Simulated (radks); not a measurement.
Results of a calculation; reference values are marked as such.
Charge is removed step by step from the 4p (averaged over the sub-levels emptied) level of neutral gallium, starting from [Ar] 3d10 4s2 4p1. Code: a radial shooting solver on a logarithmic mesh with Libxc functionals. Model: Dirac Kohn-Sham, PBE, spin-unpolarised, spherical densities, finite nucleus; open shells are shared between the two j in proportion to 2j + 1; Fermi nuclear charge, rms radius 3.9973 fm.

removed (e),E - E(0) (eV),eigenvalue (eV),E minus straight line (eV)
0,0.000,-2.580,0.000
0.25,0.825,-4.042,-0.597
0.5,2.031,-5.623,-0.814
0.75,3.645,-7.304,-0.622
1,5.690,-9.069,0.000

Removing the whole electron costs 5.690 eV by Delta-SCF, against 2.580 eV from minus the eigenvalue at the starting occupation. Slater's transition state (half an electron removed) gives 5.623 eV. Integrating minus the eigenvalue over the occupation (Janak's theorem) gives 5.690 eV. The mean slope of the eigenvalue, de/dn, is 6.49 eV per electron. Ionisation energy of Ga in the NIST Atomic Spectra Database: 5.999 eV (measured).

Beside tabulated values, note that spin-unpolarised runs miss the spin-polarisation part of the exchange energy of open shells.
